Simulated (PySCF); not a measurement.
Input file for PySCF: R-B3LYP/LANL2DZ on Ge2H6 (SMILES [GeH3][GeH3]), a point of a bond scan (R = 2.923 Å).

```python
from pyscf import gto, scf, dft, mp
from pyscf.data.elements import chemcore

mol = gto.M(
    atom='''
    Ge   -1.21412012    0.09497213   -0.01554390
    Ge    1.69976817   -0.13296098    0.02176146
    H    -1.81564152   -0.88366826   -1.03991537
    H    -1.63545207    1.52474348   -0.39912600
    H    -1.79543962   -0.23067558    1.37187209
    H     2.12110012   -1.56273233    0.40534356
    H     2.30128957    0.84567941    1.04613293
    H     2.28108767    0.19268673   -1.36565453
    ''',
    basis='lanl2dz',
    ecp={'Ge': 'lanl2dz'},
    charge=0, spin=0, verbose=3, max_memory=1800)
mf = dft.RKS(mol, xc='b3lyp')
mf.conv_tol = 1e-8
mf.max_cycle = 100
mf.kernel()
if not mf.converged:
    mf = mf.newton().run(mf.mo_coeff, mf.mo_occ)
```

It printed:

```
converged SCF energy = -11.0985726390239
```

Self-consistency was reached.

Cost: roughly 1.6 core-seconds.
